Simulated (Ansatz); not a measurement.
Cu₂F₂, relaxed as a singlet with RKS PBE-D4/def2-SVP in Ansatz, starting from the GFN2-xTB geometry. Force threshold 0.02 eV/Å.

Another isomer (singlet) lies 0.08 eV lower at PBE0-D4/def2-TZVP.

Start:

```
atom   x (Å)   y (Å)   z (Å)
 Cu1  -0.262  -0.147   0.534
 Cu2   0.733   0.417  -1.498
  F3   0.172  -1.525   1.357
  F4  -0.643   1.256  -0.393
```

```csv
step,energy (eV),largest force component (eV/Å),SCF passes
1,-94680.5452,2.525,31
2,-94680.7050,1.504,35
3 (rejected),-94680.5961,2.454,41
4,-94680.8168,0.130,34
5,-94680.8173,0.080,34
6,-94680.8179,0.020,36
7,-94680.8179,0.004,37
```

Force components are those of the run's own axes.

End:

| atom | x (Å) | y (Å) | z (Å) |
| --- | --- | --- | --- |
| Cu1 | -0.2354 | -0.1910 | 0.5411 |
| Cu2 | 0.7061 | 0.4744 | -1.5196 |
| F3 | 0.1718 | -1.6199 | 1.4575 |
| F4 | -0.6426 | 1.3365 | -0.4790 |

By distances, no bond broke or formed. The bond that changes most is Cu1–F4, from 1.72 to 1.88 Å (atoms count from 1).

No frequencies were taken in this run, so the end may be a saddle point.

Run time 7 s (4 threads of Arm Neoverse V2 on a shared host).
